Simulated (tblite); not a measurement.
A geometry optimisation, step by step.

C5H5OS (doublet state).
Bonds: O1–C2, C2–C3, C3–C4 (aromatic), C4–C5 (aromatic), C5–C6 (aromatic), C6–S7 (aromatic), C3–S7 (aromatic). Hydrogens: H8, H9 on C2; H10 on C4; H11 on C5; H12 on C6.
Bond orders are those of one Lewis drawing.

Computed with GFN2-xTB (tblite), gas phase: L-BFGS steps from a force-field or distance-geometry start until the largest atomic force falls under 0.01 eV/Å. 14 of its 69 geometries are shown.

Step 0: E = -555.7756 eV, largest atomic force 3.481 eV/Å
```
atom  x, y, z in Å  |  force x, y, z in eV/Å
O1     -2.322   -0.513    1.304    0.573   0.677  -1.386
C2     -2.014    0.080    0.091    0.091  -0.309   2.105
C3     -0.497    0.208    0.095   -0.930   1.469   0.312
C4      0.344   -0.721   -0.389   -2.256  -2.575  -0.632
C5      1.657   -0.421   -0.294    3.202  -0.171  -0.426
C6      1.936    0.789    0.237   -0.546   1.251   0.658
S7      0.367    1.632    0.696    1.491  -1.752  -0.763
H8     -2.379   -0.521   -0.730   -0.020  -0.292  -0.576
H9     -2.478    1.071    0.042   -0.039   0.239  -0.016
H10    -0.020   -1.688   -0.798    0.238   0.844   0.348
H11     2.451   -1.105   -0.655   -0.574   0.589   0.303
H12     2.958    1.187    0.376   -1.229   0.030   0.072
```

Step 5: E = -556.1960 eV, largest atomic force 0.402 eV/Å
```
atom  x, y, z in Å  |  force x, y, z in eV/Å
O1     -2.312   -0.501    1.289   -0.002   0.083  -0.130
C2     -2.004    0.084    0.140    0.162   0.063   0.120
C3     -0.494    0.231    0.064   -0.015   0.029   0.037
C4      0.328   -0.766   -0.377   -0.157  -0.126  -0.155
C5      1.683   -0.433   -0.313    0.175  -0.168   0.007
C6      1.907    0.786    0.241    0.028  -0.089  -0.055
S7      0.445    1.564    0.666   -0.378   0.134   0.025
H8     -2.362   -0.505   -0.740    0.040   0.129   0.059
H9     -2.483    1.083    0.046    0.011  -0.027   0.074
H10    -0.032   -1.685   -0.793   -0.090  -0.146   0.000
H11     2.459   -1.086   -0.648    0.223  -0.136  -0.097
H12     2.866    1.228    0.400    0.003   0.254   0.116
```

Step 10: E = -556.2310 eV, largest atomic force 0.208 eV/Å
```
atom  x, y, z in Å  |  force x, y, z in eV/Å
O1     -2.329   -0.496    1.282   -0.188  -0.078   0.045
C2     -1.974    0.101    0.163   -0.026  -0.032   0.037
C3     -0.482    0.218    0.049    0.006  -0.124  -0.083
C4      0.333   -0.784   -0.400    0.067  -0.067  -0.019
C5      1.700   -0.457   -0.314    0.056   0.007  -0.066
C6      1.899    0.774    0.235    0.037  -0.002  -0.014
S7      0.422    1.556    0.647    0.085   0.025  -0.079
H8     -2.351   -0.467   -0.727   -0.058   0.073   0.030
H9     -2.482    1.087    0.063    0.044   0.042   0.022
H10    -0.055   -1.712   -0.791    0.109   0.092   0.031
H11     2.495   -1.101   -0.659   -0.113   0.107   0.100
H12     2.826    1.280    0.427   -0.021  -0.045  -0.003
```

Step 16: E = -556.2563 eV, largest atomic force 0.135 eV/Å
```
atom  x, y, z in Å  |  force x, y, z in eV/Å
O1     -2.420   -0.523    1.270    0.058  -0.021  -0.069
C2     -1.976    0.096    0.200   -0.031   0.057  -0.048
C3     -0.484    0.186    0.044    0.022  -0.035   0.129
C4      0.350   -0.795   -0.409    0.015   0.023   0.033
C5      1.713   -0.448   -0.327   -0.021  -0.008   0.079
C6      1.906    0.781    0.220   -0.072   0.078  -0.046
S7      0.417    1.560    0.594   -0.006  -0.017  -0.007
H8     -2.384   -0.420   -0.709   -0.008   0.005  -0.051
H9     -2.448    1.101    0.090   -0.008   0.072   0.080
H10    -0.011   -1.728   -0.796    0.003  -0.100  -0.027
H11     2.510   -1.095   -0.636    0.079  -0.046  -0.034
H12     2.829    1.283    0.435   -0.030  -0.007  -0.038
```

Step 21: E = -556.2657 eV, largest atomic force 0.128 eV/Å
```
atom  x, y, z in Å  |  force x, y, z in eV/Å
O1     -2.448   -0.546    1.243    0.012  -0.040  -0.024
C2     -1.981    0.109    0.204    0.023  -0.043   0.012
C3     -0.482    0.160    0.065   -0.043   0.041  -0.113
C4      0.359   -0.815   -0.399   -0.033  -0.021   0.062
C5      1.720   -0.456   -0.319   -0.024   0.017  -0.027
C6      1.896    0.791    0.195    0.029  -0.030   0.057
S7      0.407    1.558    0.570   -0.066  -0.037   0.023
H8     -2.394   -0.382   -0.718    0.038   0.096  -0.047
H9     -2.431    1.132    0.132    0.075  -0.051   0.035
H10     0.014   -1.753   -0.798   -0.009   0.012   0.077
H11     2.531   -1.093   -0.629   -0.053   0.018   0.020
H12     2.811    1.295    0.427    0.050   0.037  -0.076
```

Step 26: E = -556.2885 eV, largest atomic force 0.267 eV/Å
```
atom  x, y, z in Å  |  force x, y, z in eV/Å
O1     -2.496   -0.637    1.156   -0.011  -0.039  -0.118
C2     -1.984    0.113    0.211   -0.009  -0.041  -0.080
C3     -0.492    0.111    0.055    0.089   0.053   0.160
C4      0.372   -0.870   -0.345    0.006   0.123  -0.168
C5      1.720   -0.461   -0.299    0.009  -0.018   0.050
C6      1.874    0.805    0.174   -0.021   0.004  -0.005
S7      0.361    1.537    0.530    0.207   0.168  -0.006
H8     -2.398   -0.220   -0.780   -0.093   0.077   0.043
H9     -2.343    1.175    0.267   -0.047  -0.169   0.034
H10     0.057   -1.819   -0.738   -0.058  -0.072   0.112
H11     2.544   -1.080   -0.602    0.027  -0.066   0.003
H12     2.787    1.345    0.345   -0.099  -0.020  -0.025
```

Step 31: E = -556.3217 eV, largest atomic force 0.214 eV/Å
```
atom  x, y, z in Å  |  force x, y, z in eV/Å
O1     -2.534   -0.740    1.028   -0.051  -0.151  -0.063
C2     -1.981    0.099    0.194    0.120   0.125   0.048
C3     -0.485    0.093    0.075   -0.036   0.011  -0.103
C4      0.378   -0.892   -0.323    0.015   0.049   0.208
C5      1.722   -0.472   -0.277    0.015  -0.006  -0.084
C6      1.860    0.812    0.153    0.095   0.012  -0.132
S7      0.360    1.553    0.494   -0.106  -0.099  -0.077
H8     -2.421   -0.036   -0.832    0.020   0.022   0.013
H9     -2.277    1.158    0.411   -0.196  -0.043   0.048
H10     0.075   -1.880   -0.632   -0.059   0.156   0.056
H11     2.553   -1.085   -0.571    0.037  -0.065   0.013
H12     2.753    1.390    0.254    0.145  -0.011   0.074
```

Step 37: E = -556.4127 eV, largest atomic force 0.399 eV/Å
```
atom  x, y, z in Å  |  force x, y, z in eV/Å
O1     -2.549   -0.979    0.663   -0.025  -0.153  -0.057
C2     -1.991    0.086    0.163    0.260   0.185   0.061
C3     -0.485    0.125    0.088   -0.005  -0.045  -0.039
C4      0.389   -0.893   -0.203   -0.144  -0.080  -0.002
C5      1.739   -0.482   -0.258   -0.094  -0.072   0.084
C6      1.881    0.845    0.042    0.082  -0.178   0.037
S7      0.383    1.601    0.391   -0.066   0.046  -0.220
H8     -2.422    0.309   -0.860    0.205  -0.018   0.127
H9     -2.320    1.013    0.704   -0.030  -0.037   0.030
H10     0.036   -1.902   -0.360    0.130   0.149  -0.081
H11     2.559   -1.150   -0.505   -0.266   0.281   0.098
H12     2.782    1.427    0.110   -0.048  -0.079  -0.037
```

Step 42: E = -556.4621 eV, largest atomic force 0.303 eV/Å
```
atom  x, y, z in Å  |  force x, y, z in eV/Å
O1     -2.518   -1.070    0.471    0.125   0.268  -0.066
C2     -1.975    0.088    0.180   -0.170  -0.050  -0.007
C3     -0.485    0.156    0.099   -0.031  -0.036   0.045
C4      0.367   -0.885   -0.157    0.051  -0.061   0.038
C5      1.713   -0.487   -0.218    0.114   0.016  -0.085
C6      1.885    0.848    0.010   -0.048  -0.085  -0.009
S7      0.393    1.647    0.283   -0.073   0.015  -0.021
H8     -2.358    0.429   -0.828    0.016   0.012   0.117
H9     -2.370    0.921    0.825    0.104  -0.163  -0.050
H10     0.023   -1.900   -0.275    0.001   0.120  -0.042
H11     2.523   -1.151   -0.463    0.000  -0.020   0.111
H12     2.804    1.403    0.044   -0.090  -0.015  -0.031
```

Step 47: E = -556.4773 eV, largest atomic force 0.177 eV/Å
```
atom  x, y, z in Å  |  force x, y, z in eV/Å
O1     -2.517   -1.086    0.376   -0.028   0.072  -0.039
C2     -1.974    0.084    0.177    0.047   0.020  -0.053
C3     -0.483    0.150    0.104    0.001   0.021  -0.062
C4      0.375   -0.891   -0.130   -0.044   0.025  -0.046
C5      1.719   -0.494   -0.218   -0.080   0.001   0.158
C6      1.871    0.846   -0.015    0.023   0.070  -0.088
S7      0.377    1.658    0.218    0.025  -0.118   0.056
H8     -2.340    0.528   -0.794   -0.065  -0.023   0.103
H9     -2.352    0.855    0.898    0.023  -0.044  -0.009
H10     0.014   -1.894   -0.240    0.008  -0.108  -0.011
H11     2.533   -1.171   -0.406    0.012   0.033   0.027
H12     2.777    1.413    0.004    0.079   0.050  -0.037
```

Step 52: E = -556.4922 eV, largest atomic force 0.135 eV/Å
```
atom  x, y, z in Å  |  force x, y, z in eV/Å
O1     -2.556   -1.082    0.260    0.075   0.100  -0.051
C2     -1.971    0.081    0.163   -0.085   0.011   0.034
C3     -0.486    0.130    0.076    0.001  -0.025  -0.069
C4      0.380   -0.911   -0.114    0.027   0.019   0.014
C5      1.721   -0.495   -0.180    0.043  -0.042  -0.036
C6      1.863    0.857   -0.064    0.022  -0.043   0.087
S7      0.359    1.648    0.155   -0.004   0.028  -0.020
H8     -2.358    0.657   -0.723   -0.083  -0.021   0.031
H9     -2.288    0.771    0.989   -0.066   0.000   0.014
H10     0.030   -1.924   -0.209    0.071   0.022   0.044
H11     2.544   -1.173   -0.310    0.048   0.017  -0.029
H12     2.765    1.441   -0.069   -0.049  -0.066  -0.020
```

Step 58: E = -556.4997 eV, largest atomic force 0.039 eV/Å
```
atom  x, y, z in Å  |  force x, y, z in eV/Å
O1     -2.556   -1.081    0.170    0.023  -0.015  -0.010
C2     -1.977    0.088    0.156   -0.007  -0.004  -0.007
C3     -0.489    0.137    0.049   -0.004   0.003   0.024
C4      0.383   -0.908   -0.101    0.005  -0.006   0.023
C5      1.726   -0.500   -0.165    0.001   0.007   0.004
C6      1.867    0.854   -0.073    0.001  -0.002  -0.017
S7      0.362    1.655    0.106   -0.009  -0.005  -0.028
H8     -2.394    0.725   -0.670   -0.011   0.022   0.005
H9     -2.292    0.703    1.042    0.034   0.005  -0.016
H10     0.047   -1.926   -0.162   -0.012  -0.014   0.015
H11     2.556   -1.177   -0.266   -0.016   0.010  -0.033
H12     2.769    1.431   -0.114   -0.005  -0.002   0.039
```

Step 63: E = -556.5011 eV, largest atomic force 0.026 eV/Å
```
atom  x, y, z in Å  |  force x, y, z in eV/Å
O1     -2.548   -1.084    0.129   -0.020   0.008  -0.007
C2     -1.977    0.087    0.149    0.013   0.002  -0.013
C3     -0.489    0.140    0.045   -0.001   0.005  -0.017
C4      0.382   -0.908   -0.087   -0.004  -0.010  -0.005
C5      1.725   -0.501   -0.158   -0.009  -0.005   0.002
C6      1.867    0.853   -0.085   -0.010   0.011   0.000
S7      0.362    1.658    0.076   -0.003   0.005   0.007
H8     -2.403    0.761   -0.644    0.009  -0.023  -0.006
H9     -2.284    0.670    1.058    0.012  -0.001   0.023
H10     0.043   -1.927   -0.134    0.007   0.012   0.019
H11     2.554   -1.179   -0.257    0.001  -0.005  -0.011
H12     2.769    1.431   -0.118    0.005  -0.001   0.006
```

Step 68: E = -556.5014 eV, largest atomic force 0.009 eV/Å
```
atom  x, y, z in Å  |  force x, y, z in eV/Å
O1     -2.553   -1.082    0.125    0.002   0.007   0.001
C2     -1.976    0.088    0.147   -0.009  -0.002   0.000
C3     -0.489    0.139    0.041   -0.004  -0.001   0.002
C4      0.383   -0.909   -0.086    0.000   0.001  -0.002
C5      1.725   -0.501   -0.158    0.001   0.002  -0.004
C6      1.865    0.854   -0.085    0.003  -0.003  -0.001
S7      0.360    1.658    0.074    0.001  -0.004  -0.002
H8     -2.404    0.762   -0.643    0.007   0.001   0.002
H9     -2.276    0.667    1.062   -0.003  -0.002  -0.001
H10     0.044   -1.928   -0.126    0.001  -0.002   0.002
H11     2.554   -1.179   -0.261    0.001   0.004   0.001
H12     2.769    1.431   -0.115    0.000   0.000   0.002
```

**Question.** Summarise the path.

**Answer.** The energy falls by 16.74 kcal/mol from step 0 to step 68; nine tenths of that is first reached at step 39. It falls at every step. The largest force goes from 3.481 to 0.009 eV/Å. Among the bonds C6–S7 changes most, from 1.839 to 1.714 Å; the atoms move by 0.725 Å rms after alignment.

**Question.** Follow the three bonds and two angles with the largest change from start to end.

**Answer.** 
```json
{"step": "0", "E above end (kcal/mol)": "16.74", "largest force (eV/Å)": "3.481", "C6–S7 (Å)": "1.839", "O1–C2 (Å)": "1.385", "C4–C5 (Å)": "1.350", "O1–C2–C3 (°)": "104.8", "H8–C2–H9 (°)": "109.1"}
{"step": "3", "E above end (kcal/mol)": "7.90", "largest force (eV/Å)": "0.575", "C6–S7 (Å)": "1.727", "O1–C2 (Å)": "1.318", "C4–C5 (Å)": "1.400", "O1–C2–C3 (°)": "107.4", "H8–C2–H9 (°)": "106.2"}
{"step": "6", "E above end (kcal/mol)": "6.77", "largest force (eV/Å)": "0.338", "C6–S7 (Å)": "1.713", "O1–C2 (Å)": "1.325", "C4–C5 (Å)": "1.400", "O1–C2–C3 (°)": "109.3", "H8–C2–H9 (°)": "105.1"}
{"step": "9", "E above end (kcal/mol)": "6.32", "largest force (eV/Å)": "0.187", "C6–S7 (Å)": "1.723", "O1–C2 (Å)": "1.319", "C4–C5 (Å)": "1.409", "O1–C2–C3 (°)": "111.1", "H8–C2–H9 (°)": "103.4"}
{"step": "12", "E above end (kcal/mol)": "6.05", "largest force (eV/Å)": "0.185", "C6–S7 (Å)": "1.717", "O1–C2 (Å)": "1.317", "C4–C5 (Å)": "1.408", "O1–C2–C3 (°)": "113.3", "H8–C2–H9 (°)": "101.7"}
{"step": "15", "E above end (kcal/mol)": "5.73", "largest force (eV/Å)": "0.215", "C6–S7 (Å)": "1.720", "O1–C2 (Å)": "1.315", "C4–C5 (Å)": "1.408", "O1–C2–C3 (°)": "116.2", "H8–C2–H9 (°)": "100.4"}
{"step": "18", "E above end (kcal/mol)": "5.57", "largest force (eV/Å)": "0.110", "C6–S7 (Å)": "1.721", "O1–C2 (Å)": "1.313", "C4–C5 (Å)": "1.411", "O1–C2–C3 (°)": "116.6", "H8–C2–H9 (°)": "100.7"}
{"step": "21", "E above end (kcal/mol)": "5.44", "largest force (eV/Å)": "0.128", "C6–S7 (Å)": "1.717", "O1–C2 (Å)": "1.314", "C4–C5 (Å)": "1.411", "O1–C2–C3 (°)": "116.3", "H8–C2–H9 (°)": "101.5"}
{"step": "24", "E above end (kcal/mol)": "5.20", "largest force (eV/Å)": "0.238", "C6–S7 (Å)": "1.718", "O1–C2 (Å)": "1.314", "C4–C5 (Å)": "1.409", "O1–C2–C3 (°)": "116.8", "H8–C2–H9 (°)": "102.0"}
{"step": "27", "E above end (kcal/mol)": "4.76", "largest force (eV/Å)": "0.248", "C6–S7 (Å)": "1.716", "O1–C2 (Å)": "1.310", "C4–C5 (Å)": "1.410", "O1–C2–C3 (°)": "118.0", "H8–C2–H9 (°)": "101.5"}
{"step": "30", "E above end (kcal/mol)": "4.31", "largest force (eV/Å)": "0.329", "C6–S7 (Å)": "1.708", "O1–C2 (Å)": "1.309", "C4–C5 (Å)": "1.410", "O1–C2–C3 (°)": "118.4", "H8–C2–H9 (°)": "100.6"}
{"step": "33", "E above end (kcal/mol)": "3.66", "largest force (eV/Å)": "0.419", "C6–S7 (Å)": "1.713", "O1–C2 (Å)": "1.309", "C4–C5 (Å)": "1.406", "O1–C2–C3 (°)": "118.2", "H8–C2–H9 (°)": "100.2"}
{"step": "35", "E above end (kcal/mol)": "2.59", "largest force (eV/Å)": "0.481", "C6–S7 (Å)": "1.718", "O1–C2 (Å)": "1.312", "C4–C5 (Å)": "1.407", "O1–C2–C3 (°)": "118.4", "H8–C2–H9 (°)": "99.2"}
{"step": "38", "E above end (kcal/mol)": "1.81", "largest force (eV/Å)": "0.301", "C6–S7 (Å)": "1.715", "O1–C2 (Å)": "1.305", "C4–C5 (Å)": "1.413", "O1–C2–C3 (°)": "117.8", "H8–C2–H9 (°)": "99.3"}
{"step": "41", "E above end (kcal/mol)": "1.05", "largest force (eV/Å)": "0.198", "C6–S7 (Å)": "1.717", "O1–C2 (Å)": "1.308", "C4–C5 (Å)": "1.406", "O1–C2–C3 (°)": "117.8", "H8–C2–H9 (°)": "99.5"}
{"step": "44", "E above end (kcal/mol)": "0.77", "largest force (eV/Å)": "0.121", "C6–S7 (Å)": "1.715", "O1–C2 (Å)": "1.307", "C4–C5 (Å)": "1.404", "O1–C2–C3 (°)": "117.5", "H8–C2–H9 (°)": "99.9"}
{"step": "47", "E above end (kcal/mol)": "0.56", "largest force (eV/Å)": "0.177", "C6–S7 (Å)": "1.716", "O1–C2 (Å)": "1.305", "C4–C5 (Å)": "1.404", "O1–C2–C3 (°)": "117.6", "H8–C2–H9 (°)": "100.0"}
{"step": "50", "E above end (kcal/mol)": "0.30", "largest force (eV/Å)": "0.267", "C6–S7 (Å)": "1.714", "O1–C2 (Å)": "1.308", "C4–C5 (Å)": "1.404", "O1–C2–C3 (°)": "118.6", "H8–C2–H9 (°)": "99.7"}
{"step": "53", "E above end (kcal/mol)": "0.18", "largest force (eV/Å)": "0.162", "C6–S7 (Å)": "1.714", "O1–C2 (Å)": "1.306", "C4–C5 (Å)": "1.405", "O1–C2–C3 (°)": "118.5", "H8–C2–H9 (°)": "99.7"}
{"step": "56", "E above end (kcal/mol)": "0.06", "largest force (eV/Å)": "0.088", "C6–S7 (Å)": "1.714", "O1–C2 (Å)": "1.303", "C4–C5 (Å)": "1.405", "O1–C2–C3 (°)": "118.2", "H8–C2–H9 (°)": "99.6"}
{"step": "59", "E above end (kcal/mol)": "0.03", "largest force (eV/Å)": "0.063", "C6–S7 (Å)": "1.714", "O1–C2 (Å)": "1.306", "C4–C5 (Å)": "1.406", "O1–C2–C3 (°)": "118.1", "H8–C2–H9 (°)": "99.5"}
{"step": "62", "E above end (kcal/mol)": "0.01", "largest force (eV/Å)": "0.039", "C6–S7 (Å)": "1.714", "O1–C2 (Å)": "1.304", "C4–C5 (Å)": "1.405", "O1–C2–C3 (°)": "117.8", "H8–C2–H9 (°)": "99.2"}
{"step": "65", "E above end (kcal/mol)": "0.00", "largest force (eV/Å)": "0.023", "C6–S7 (Å)": "1.714", "O1–C2 (Å)": "1.304", "C4–C5 (Å)": "1.405", "O1–C2–C3 (°)": "118.0", "H8–C2–H9 (°)": "99.0"}
{"step": "68", "E above end (kcal/mol)": "0.00", "largest force (eV/Å)": "0.009", "C6–S7 (Å)": "1.714", "O1–C2 (Å)": "1.304", "C4–C5 (Å)": "1.405", "O1–C2–C3 (°)": "118.0", "H8–C2–H9 (°)": "99.3"}
```

The cost below is that of the whole relaxation. On one thread, Arm Neoverse V1 (aarch64), no GPU, shared host, this took 0.39 s of wall time.
